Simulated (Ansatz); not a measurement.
Consider the formal exchange of groups at the Si–O bond: `O[SiH](F)[AlH2]` + `CCC(O)(F)F` → `F[SiH](F)[AlH2]` + `CCC(O)(O)F`.

Isolated molecules relaxed with PBE0-D4/def2-TZVP in Ansatz; ΔE leaves out vibrations. CCSD(T)/CBS is the MP2 limit (def2-TZVPP, def2-QZVPP) plus CCSD(T) − MP2 in def2-TZVPP, frozen cores. DFT in def2-TZVPP. B3LYP here is the variant with VWN-RPA as its local correlation; programs differ in this. One conformer a species, not always the lowest.

```json
{"level": "PBE0-D4", "ΔE (kcal/mol)": "-5.7", "difference from CCSD(T)/CBS": "1.3"}
{"level": "B3LYP-D4", "ΔE (kcal/mol)": "-5.9", "difference from CCSD(T)/CBS": "1.1"}
{"level": "ωB97X-V", "ΔE (kcal/mol)": "-5.9", "difference from CCSD(T)/CBS": "1.1"}
{"level": "ωB97M-V", "ΔE (kcal/mol)": "-5.9", "difference from CCSD(T)/CBS": "1.1"}
{"level": "B2PLYP", "ΔE (kcal/mol)": "-6.1", "difference from CCSD(T)/CBS": "0.9"}
{"level": "B3LYP", "ΔE (kcal/mol)": "-5.7", "difference from CCSD(T)/CBS": "1.3"}
{"level": "SCS-MP2/def2-TZVPP", "ΔE (kcal/mol)": "-6.9", "difference from CCSD(T)/CBS": "0.1"}
{"level": "CCSD(T)/def2-TZVPP", "ΔE (kcal/mol)": "-6.6", "difference from CCSD(T)/CBS": "0.4"}
{"level": "HF/def2-QZVPP", "ΔE (kcal/mol)": "-6.0", "difference from CCSD(T)/CBS": "1.0"}
{"level": "HF/CBS(def2)", "ΔE (kcal/mol)": "-6.0", "difference from CCSD(T)/CBS": "1.0"}
{"level": "CCSD(T)/CBS", "ΔE (kcal/mol)": "-7.0", "difference from CCSD(T)/CBS": "0"}
```

Largest T1 diagnostic among the species: 0.012.

In def2-TZVPP, CCSD(T) changes the Hartree–Fock value by −0.9 kcal/mol (the triples alone add −0.0 kcal/mol) and MP2 by −1.3 kcal/mol.
